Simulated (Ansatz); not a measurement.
One change: `BCSC[SiH3]` becomes `BC[S][GeH2][F]`.

Ansatz, PBE0-D4/def2-TZVP geometries, multiplicity 1. Each molecule was computed in one conformer, which needn't be the lowest.

Scalar relativity is left out up to krypton.

| property | `BCSC[SiH3]` |
| --- | --- |
| LUMO energy (PBE0/def2-TZVPP) / eV | -1.58 |
| LUMO energy (PBE/def2-TZVPP) / eV | -2.63 |
| size of the dipole moment (ωB97M-V/def2-TZVPP) / D | 1.55 |
| size of the dipole moment (B3LYP/def2-TZVPP) / D | 1.53 |
| HOMO energy (PBE0/def2-TZVPP) / eV | -6.32 |
| HOMO–LUMO gap (B3LYP/def2-TZVPP) / eV | 4.29 |

(1) Give the same properties after the change, and the shifts. (Estimate.)

## Answers

(1) Ansatz gave: 
```csv
property,`BC[S][GeH2][F]`,shift
LUMO energy (PBE0/def2-TZVPP) / eV,-1.78,-0.20
LUMO energy (PBE/def2-TZVPP) / eV,-2.84,-0.21
size of the dipole moment (ωB97M-V/def2-TZVPP) / D,1.83,0.28
size of the dipole moment (B3LYP/def2-TZVPP) / D,1.84,0.31
HOMO energy (PBE0/def2-TZVPP) / eV,-7.33,-1.01
HOMO–LUMO gap (B3LYP/def2-TZVPP) / eV,5.06,0.77
```

With PBE0 the HOMO falls by 1.01 eV and the LUMO falls by 0.20 eV, so the gap widens by about 0.81 eV. PBE moves the HOMO by -0.95 eV and ωB97M-V by -1.02 eV. Dipoles are sizes alone; their direction can turn.

B3LYP here is the variant with VWN-RPA as its local correlation; programs differ in this.
